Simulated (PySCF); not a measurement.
**Polarisability and C₆ of Ni³⁺ (nickel, charge +3)**

[Ar] 3d7, high-spin 4F determinant. All numbers are calculated (PySCF 2.14, the non-relativistic Hamiltonian (point nucleus), in def2-QZVPPD (11s6p5d4f2g, 100 functions)). Coupled (time-dependent) response in atomic units; α is the mean over directions.

```csv
method,mean α (bohr³),C₆ (like pair),S(−4)
B3LYP,1.671,3.905,0.9492
```

S(−4) is the Cauchy moment in α(ω) = α(0) + S(−4) ω² + …

α(iu) at B3LYP:

| u (hartree) | α(iu) (bohr³) |
| --- | --- |
| 0 | 1.671 |
| 0.0500 | 1.668 |
| 0.100 | 1.661 |
| 0.200 | 1.634 |
| 0.300 | 1.593 |
| 0.500 | 1.483 |
| 0.750 | 1.330 |
| 1.00 | 1.187 |
| 1.50 | 0.9520 |
| 2.00 | 0.7762 |
| 3.00 | 0.5383 |
| 5.00 | 0.2964 |

For an ion, C₆ is the dispersion term alone; charge-induced terms of lower order in 1/R come first.
